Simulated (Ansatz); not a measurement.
(CsH)n off: vertical EA (eV) at several levels, gas phase, relaxed structures; Ansatz. Clusters are the lowest isomers that short searches found in that spin, judged at the geometry's level. Core potentials for Cs in the def2 sets, no spin–orbit coupling. The spins of the ions were chosen, not always searched. The structures are stationary points that may keep the symmetry of their start. Remarks come from the PBE and PBE0 runs and from stability tests at other levels; not every state was tested. A HOMO above zero means that the electron is unbound at that level and held by the basis, or that self-interaction error raises the level; the energy of removing that electron tells which. HOMO above LUMO (over both spins in singlets and doublets, within one spin in higher multiplets; at PBE or PBE0), or a gap under 0.15 eV within one spin, warns that the state may not be the lowest or that an electron is smeared out.

```tsv
species	state	geometry	PBE-D4/def2-TZVPD	r2SCAN-D4/def2-TZVPD	PBE0-D4/def2-TZVPD	remarks
Cs3H2	doublet to triplet	PBE-D4/def2-TZVP	0.75	0.38	0.65	HOMO above zero (-1 triplet), gap within one spin near zero at PBE or PBE0 (-1 triplet)
Cs3H4	doublet to triplet	r2SCAN-D4/def2-TZVP	0.72	0.45	0.68	HOMO above zero (-1 triplet), gap within one spin near zero at PBE or PBE0 (-1 triplet)
```

**Question.** Estimate the rows for Cs4H3 (doublet to triplet, PBE0-D4/def2-TZVP geometry).

**Answer.** 
```json
{"species": "Cs4H3", "state": "doublet to triplet", "geometry": "PBE0-D4/def2-TZVP", "PBE-D4/def2-TZVPD": "0.74", "r2SCAN-D4/def2-TZVPD": "0.39", "PBE0-D4/def2-TZVPD": "0.64", "remarks": "HOMO above zero (-1 triplet), gap within one spin near zero at PBE or PBE0 (-1 triplet)"}
```

Over the 3 species that have every level, the mean is 0.73 at PBE-D4/def2-TZVPD, 0.41 at r2SCAN-D4/def2-TZVPD, 0.66 at PBE0-D4/def2-TZVPD.
